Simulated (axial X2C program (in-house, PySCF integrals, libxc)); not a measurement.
# Basis sets for InF

Calculated with an in-house relativistic program for diatomic molecules, spin-free (one-electron X2C) or two-component (2c: spin–orbit coupling with atomic mean-field Coulomb and Gaunt terms, which also bring small scalar terms), in Dyall basis sets with cores contracted in-house; open shells are unrestricted.

```
Hamiltonian  level    Dyall basis           state  Re (Å)  ωe (cm⁻¹)  De (eV)
  spin-free     HF  In v3z, F v3z  M_S = 0, Λ = 0   1.987      547.2     3.61
  spin-free   PBE0  In v3z, F v3z  M_S = 0, Λ = 0   2.004      524.1     5.39
  spin-free  TPSSh  In v3z, F v3z  M_S = 0, Λ = 0   2.011      519.6     5.48
         2c     HF  In v3z, F v3z           Ω = 0   1.988      547.2      n/a
         2c   PBE0  In v3z, F v3z           Ω = 0   2.005      524.1      n/a
         2c  TPSSh  In v3z, F v3z           Ω = 0   2.011      519.5      n/a
```

In the other basis sets:

```csv
Hamiltonian,level,Dyall basis,state,Re (Å),ωe (cm⁻¹),De (eV)
spin-free,HF,"In cv3z, F av3z","M_S = 0, Λ = 0",1.978,549.3,3.67
spin-free,PBE0,"In cv3z, F av3z","M_S = 0, Λ = 0",1.995,524.5,5.44
spin-free,TPSSh,"In cv3z, F av3z","M_S = 0, Λ = 0",2.002,519.3,5.54
2c,HF,"In cv3z, F av3z",Ω = 0,1.978,549.2,3.48
2c,PBE0,"In cv3z, F av3z",Ω = 0,1.995,524.4,n/a
2c,TPSSh,"In cv3z, F av3z",Ω = 0,2.002,519.2,n/a
```

Problem. How far does the basis move Re and ωe?

Solution. HF spin-free, In v3z, F v3z to In cv3z, F av3z: ΔRe -0.009 Å, Δωe 2.1 cm⁻¹; PBE0 spin-free, In v3z, F v3z to In cv3z, F av3z: ΔRe -0.009 Å, Δωe 0.4 cm⁻¹; TPSSh spin-free, In v3z, F v3z to In cv3z, F av3z: ΔRe -0.009 Å, Δωe -0.3 cm⁻¹; HF 2c, In v3z, F v3z to In cv3z, F av3z: ΔRe -0.010 Å, Δωe 2.0 cm⁻¹; PBE0 2c, In v3z, F v3z to In cv3z, F av3z: ΔRe -0.010 Å, Δωe 0.3 cm⁻¹; TPSSh 2c, In v3z, F v3z to In cv3z, F av3z: ΔRe -0.009 Å, Δωe -0.3 cm⁻¹.

Each entry is the lowest single determinant of a limited PBE0 search at one distance. De goes to single-determinant-based atoms at the same level (for ions the charge split of lowest energy) and is withheld (n/a) where an atom does not fit its ground term or J level. Main or longest-lived isotopes. The functionals have no current term, which raises determinants with orbital currents.
